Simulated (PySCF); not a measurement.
(S)-tert-butyl(methyl)(o-tolyl)phosphine borane, C12H22BP.
Atom-mapped SMILES: `[BH3-:1][P@@+:2]([CH3:3])([c:4]1[cH:5][cH:6][cH:7][cH:8][c:9]1[CH3:10])[C:11]([CH3:12])([CH3:13])[CH3:14]`

Structure used (PBE0-D3(BJ)/def2-SVP), in Å, numbered top down from 1:
```xyz
36
C12H22BP angstrom
B     -0.1881    1.8213    1.9119
P     -0.2811    0.9366    0.1992
C     -0.4653    2.2479   -1.0571
C      1.1574   -0.0479   -0.3782
C      1.4134   -0.0930   -1.7574
C      2.4715   -0.8278   -2.2820
C      3.3001   -1.5374   -1.4188
C      3.0613   -1.4951   -0.0492
C      2.0032   -0.7608    0.5038
C      1.8427   -0.7516    1.9950
C     -1.7705   -0.1886   -0.0054
C     -1.6066   -1.3557    0.9698
C     -1.8926   -0.7224   -1.4298
C     -3.0121    0.6250    0.3690
H     -0.3790    1.0250    2.8155
H      0.9248    2.3349    1.9285
H     -1.0799    2.6555    1.8094
H      0.4681    2.8280   -1.0762
H     -0.6894    1.8797   -2.0660
H     -1.2724    2.9127   -0.7224
H      0.7743    0.4596   -2.4472
H      2.6449   -0.8418   -3.3603
H      4.1377   -2.1205   -1.8089
H      3.7196   -2.0455    0.6277
H      0.8574   -1.1224    2.3085
H      1.9251    0.2682    2.3963
H      2.6091   -1.3816    2.4657
H     -1.4935   -1.0010    2.0046
H     -0.7371   -1.9791    0.7106
H     -2.5017   -1.9973    0.9261
H     -2.7781   -1.3757   -1.4975
H     -1.0165   -1.3203   -1.7213
H     -2.0274    0.0818   -2.1688
H     -3.1782    1.4674   -0.3197
H     -2.9391    1.0266    1.3897
H     -3.9009   -0.0247    0.3151
```

Probes without a nucleus sit at each ring's centroid and 1 Å off its mean plane on both sides; NICS is minus the shielding there, NICSzz its component along the normal. Level: GIAO PBE0/pcSseg-1 (PySCF, non-relativistic, gas phase) on the PBE0-D3(BJ)/def2-SVP geometry, one conformer.

Ring bond lengths (Å), with Mayer bond orders in brackets: C4–C5 1.403 (1.40), C5–C6 1.391 (1.46), C6–C7 1.391 (1.42), C7–C8 1.391 (1.44), C8–C9 1.402 (1.43), C9–C4 1.415 (1.38).

Q: What do the NICS probes read (ppm)?

A: 
| ring | type | NICS(0) | NICS(1), two faces | NICS(1)zz, two faces | rms pucker (Å) | centre to ring atoms, mean (Å) |
| --- | --- | --- | --- | --- | --- | --- |
| C4–C5–C6–C7–C8–C9 | 6-membered carbocycle; formal bonds all aromatic | -8.2 | -10.9 / -11.2 | -26.5 / -27.4 | 0.00 | 1.40 |

Q: What can be read from them?

A: 
- C4–C5–C6–C7–C8–C9: mean NICS(1)zz -26.9 ppm, shielded, aromatic by this magnetic criterion (flat ring, no four-coordinate atom).

Q: And the bond-length index? Use HOMA with the parameters of Krygowski (1993).

A: 
- C4–C5–C6–C7–C8–C9: HOMA 0.95 = 1 − EN − GEO, with mean bond length 1.399 Å, EN = α(Ropt − mean)² = 0.030 and GEO = α × variance = 0.020. The geometric and the magnetic index point the same way.

Q: How do the values depend on the level or the medium?

A: 
```json
{"level": "PBE0/pcSseg-1, gas", "NICS(0), C4–C5–C6–C7–C8–C9": "-8.2", "mean NICS(1)zz, C4–C5–C6–C7–C8–C9": "-26.9"}
{"level": "wB97X-D/pcSseg-1, gas", "NICS(0), C4–C5–C6–C7–C8–C9": "-8.2", "mean NICS(1)zz, C4–C5–C6–C7–C8–C9": "-27.2"}
```

The geometry is the same throughout.
